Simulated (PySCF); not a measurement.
C5H6O4.
Cartesian coordinates in Å at the GFN2-xTB level; atoms count from 1:
```
atom  x, y, z in Å
O1     3.169    0.054   -0.675
C2     2.280    0.019   -1.468
O3     0.980   -0.097   -1.207
C4     0.582   -0.293    0.141
O5     0.041   -1.572    0.345
C6    -1.280   -1.061    0.586
C7    -0.768    0.379    0.468
C8    -1.353    1.222   -0.634
O9    -2.357    0.970   -1.228
H10    2.403    0.103   -2.560
H11    1.437   -0.080    0.796
H12   -1.981   -1.348   -0.200
H13   -1.653   -1.367    1.564
H14   -0.751    0.954    1.394
H15   -0.752    2.126   -0.850
```

NICS is the negative of the GIAO shielding at a point without a nucleus: at the ring centre (0) and 1 Å above and below it (1); zz is the component along the ring normal. Level: GIAO PBE0/pcSseg-1 (PySCF, non-relativistic, gas phase) on the GFN2-xTB geometry, one conformer.

Ring bond lengths (Å), with Mayer bond orders in brackets: C4–O5 1.404 (1.01), O5–C6 1.436 (0.91), C6–C7 1.533 (1.01), C7–C4 1.543 (0.97).

Q: Give the NICS values of each ring in ppm.

A: 
| ring | type | NICS(0) | NICS(1), two faces | NICS(1)zz, two faces | rms pucker (Å) | centre to ring atoms, mean (Å) |
| --- | --- | --- | --- | --- | --- | --- |
| C4–O5–C6–C7 | 4-membered ring with O; formal bonds all single | -1.3 | 0.1 / 0.9 | 1.9 / 6.0 | 0.02 | 1.05 |

Q: What can be read from them?

A: 
- C4–O5–C6–C7: mean NICS(1)zz 3.9 ppm, deshielded. C4, C6, C7 have four or more neighbours, and the NICS criterion for π rings isn't applied. The two faces differ by 4.1 ppm, so no symmetry operation interchanges them.

Q: At the first NICS(1) probe listed for ring C4–O5–C6–C7, 1 Å off the ring, how large is the induced field along the normal in 1 T applied along it?

A: NICSzz × B0 = 1.9 ppm × 1 T = 2 μT, along the applied field.

Q: What are the shieldings of the ring atoms and their hydrogens in the same run (means over atoms taken as equivalent)?

A: 
```csv
atoms,environment,σ isotropic (ppm),"principal values of the symmetric part, first atom (ppm)"
C4,sp3 carbon bearing two oxygens,88.9,"58.6, 86.1, 121.9"
O5,cyclic ether oxygen,254.2,"155.8, 268.8, 338.1"
C6,sp3 carbon bound to oxygen,118.3,"88.8, 93.5, 172.5"
C7,sp3 carbon next to a carbonyl,133.6,"112.4, 137.0, 151.3"
H11,methine hydrogen,24.20,"19.9, 24.7, 28.0"
H12,methylene hydrogen,26.24,"23.4, 24.6, 30.8"
H13,methylene hydrogen,27.10,"24.4, 25.3, 31.5"
H14,methine hydrogen,27.93,"26.0, 26.9, 30.9"
```
